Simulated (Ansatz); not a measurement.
Consider the substitution at a C–C bond: `BCCCCl` + `OCO` → `BCOCO` + `CCCl`.

Gas-phase electronic energies from Ansatz, PBE0-D4/def2-TZVP geometries. CCSD(T)/CBS is the MP2 limit (def2-TZVPP, def2-QZVPP) plus CCSD(T) − MP2 in def2-TZVPP, frozen cores. This one scheme is used for every species. DFT in def2-TZVPP. B3LYP here is the variant with VWN-RPA as its local correlation; programs differ in this. One conformer a species, not always the lowest.

| level | ΔE (kcal/mol) | difference from CCSD(T)/CBS |
| --- | --- | --- |
| PBE-D4 | 8.8 | -1.5 |
| r2SCAN-D4 | 8.6 | -1.7 |
| PBE0-D4 | 9.6 | -0.7 |
| B3LYP-D4 | 8.0 | -2.3 |
| ωB97X-V | 8.6 | -1.7 |
| PBE | 8.3 | -2.0 |
| CCSD/def2-TZVPP | 9.6 | -0.7 |
| HF/def2-QZVPP | 7.2 | -3.1 |
| MP2/def2-QZVPP | 11.4 | 1.1 |
| HF/CBS(def2) | 7.2 | -3.1 |
| CCSD(T)/CBS | 10.3 | 0 |

Largest T1 diagnostic among the species: 0.011.

The D4 term adds +0.8 kcal/mol with B3LYP and +0.4 kcal/mol with PBE0; it sums over pairs of atoms, weighted by their polarisabilities, and B3LYP, whose exchange is more repulsive, gets the larger term. In def2-TZVPP, CCSD(T) changes the Hartree–Fock value by +2.6 kcal/mol (the triples alone add +0.1 kcal/mol) and MP2 by +3.9 kcal/mol.
